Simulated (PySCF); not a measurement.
V: excitation energy

V [Ar] 3d3 4s2 (4F) → V [Ar] 3d3 4s1 5s1 (6F), as a difference of total energies. Computed with PySCF 2.14 in x2c-TZVPPall with one added diffuse shell each of s, p, d, f type (7s6p5d3f1g, 80 functions), with the spin-free X2C one-electron Hamiltonian (Gaussian nucleus). Correlated levels: valence and next inner shell: [Ne] frozen. The calculations carry no spin-orbit coupling.

```json
{"method": "UHF", "excitation energy (eV)": "3.476"}
{"method": "MP2 (valence and next inner shell)", "excitation energy (eV)": "4.403"}
{"method": "SCS-MP2 (valence and next inner shell)", "excitation energy (eV)": "4.557"}
{"method": "CCSD (valence and next inner shell)", "excitation energy (eV)": "4.487"}
{"method": "CCSD(T) (valence and next inner shell)", "excitation energy (eV)": "4.591"}
```

Question: How much does correlation contribute at CCSD(T) (valence and next inner shell)?

Answer: 4.591 − (3.476) = 1.115 eV, measured against UHF.

The promoted electron is Rydberg-like, and one or two diffuse shells describe it only roughly, which tends to raise the upper state.
